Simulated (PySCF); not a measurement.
GeN: one state, many levels of theory

State: ²Π (doublet), unpaired electrons π ↑. Set-up: basis Ge def2-TZVPP, N def2-TZVPP; no relativity; PySCF 2.14. De refers to Ge + N in their high-spin ground configurations, without counterpoise correction. The functionals are run spin-unrestricted. A positive dipole means Ge(−)N(+).

```tsv
Level	Re (Å)	ωe (cm⁻¹)	De (eV)	μ (D)	CPU s a point (SCF and correlation, without the integrals)
ROHF	1.706	989	0.421	-3.50	1.3
ROHF-MP2	1.752	846	3.43	n/a	1.8
ROHF-SCS-MP2	1.751	847	3.46	n/a	n/a
ROHF-CCSD	1.742	872	3.00	n/a	n/a
ROHF-CCSD(T)	1.758	828	3.34	n/a	27
PBE	1.765	824	4.15	-2.73	0.77
revPBE	1.772	815	3.88	-2.72	0.56
r²SCAN	1.746	861	3.61	-2.76	0.98
M06-L	1.753	853	3.84	-2.90	0.94
B3LYP	1.749	858	3.75	-2.99	1.2
PBE0	1.739	880	3.53	-2.93	1.5
B97-3	1.744	876	3.61	-3.02	0.89
HSE06	1.740	876	3.56	-2.95	1.6
```

(1) Which functional lies closest to ROHF-CCSD(T) in De, which farthest, and by how much do they differ from it?

(2) What does a quarter of exact exchange do here, going from PBE to PBE0?

(3) What does second-order correlation do here, going from ROHF to ROHF-MP2?

Correlated steps freeze 10 core orbitals. Spin–orbit coupling is left out. The state was picked by a PBE0 search and need not be the measured ground state.

The whole job (state search and all levels along the bond) took about 6.6 min on 1 thread of Intel Xeon 6975P-C (shared host), peak memory 1.8 GiB.

Answers

(1) Closest is PBE0 (-1.9 pm in Re, +6.3 % in ωe, +0.19 eV in De against ROHF-CCSD(T) in the same basis), farthest PBE (+0.7 pm in Re, -0.5 % in ωe, +0.81 eV in De). CCSD(T) converges more slowly with the basis than the functionals do and binds too weakly in this one, so the order can change at the basis-set limit.

(2) PBE0 less PBE: -2.6 pm in Re, +6.8 % in ωe, -0.62 eV in De. Exact exchange removes part of the self-interaction that spreads semilocal densities, and in most molecules shortens and stiffens the bond and lowers De; so it does here.

(3) ROHF-MP2 less ROHF: +4.6 pm in Re, -14.5 % in ωe, +3.01 eV in De. Correlation nearly always deepens the well. The bond lengthens, as in strong covalent bonds, where excitations into antibonding orbitals dominate.
